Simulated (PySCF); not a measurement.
SiHCl, SMILES [SiH]Cl (connectivity only; charge and spin as stated), neutral, multiplicity 1.

The structure is a stationary point at PBE-D3(BJ)/def2-TZVP. The isomer is the one that the SMILES or the coordinates give; other isomers of the formula were not compared.

Level of theory: SMD-B3LYP/def2-SVP (PySCF).

Solvation free energies are E(SMD) − E(gas) at the gas-phase geometry, for 1 M in both phases. In vacuum the dipole moment is 0.96 D.

Computed solvation free energies in water, n-hexane, benzene:
| solvent | ΔG(solv) (kcal/mol) | its non-electrostatic (CDS) part | dipole (D) |
|---|---|---|---|
| water | -0.7 | 0.9 | 1.26 |
| n-hexane | -2.2 | -1.7 | 1.07 |
| benzene | -2.5 | -1.8 | 1.10 |
